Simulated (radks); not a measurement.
Valence configurations of Ta (all share [Xe]). Method: scalar-relativistic Kohn-Sham, PBE, spin-polarised, spherical densities, point nucleus; open shells are filled with parallel spins first (spin-orbit coupling, left out, can overturn this in heavy ions); computed with a radial shooting solver on a logarithmic mesh with Libxc functionals. Energies are relative to 4f14 5d3 6s2; eigenvalues in eV for spin up.

\begin{tabular}{lrrrrrr}
valence & E (eV) & moment (Bohr magnetons) & e(4f) & e(5d) & e(6p) & e(6s) \\ \hline
4f14 5d3 6s2 & 0.000 & 3 & -24.541 & -4.205 & - & -5.874 \\
4f14 5d1 6s2 6p2 & 8.067 & 3 & -32.349 & -9.141 & -3.642 & -8.955 \\
4f14 5d3 6p2 & 7.346 & 5 & -27.265 & -6.657 & -3.073 & - \\
4f14 5d2 6s2 6p1 & 3.308 & 3 & -28.345 & -6.682 & -2.662 & -7.469 \\
4f14 5d2 6s1 6p2 & 6.447 & 5 & -29.542 & -7.876 & -3.395 & -8.506 \\
4f13 5d3 6s2 6p1 & 28.019 & 5 & -37.427 & -8.228 & -2.719 & -7.834 \\
4f14 5d3 6s1 6p1 & 2.666 & 5 & -25.861 & -5.542 & -2.453 & -7.057 \\
4f14 5d3 6s1.5 6p0.5 & 1.436 & 4 & -25.251 & -4.916 & -2.082 & -6.515 \\
4f12 5d5 6s2 & 53.358 & 7 & -42.628 & -6.697 & - & -6.314 \\
4f13 5d4 6s1 6p1 & 25.939 & 7 & -34.653 & -6.808 & -2.460 & -7.312 \\
\end{tabular}

NIST lists [Xe] 4f14 5d3 6s2 as the ground configuration; this level of theory agrees among the configurations tried. The energies are those of spherical high-spin densities, not of single terms.
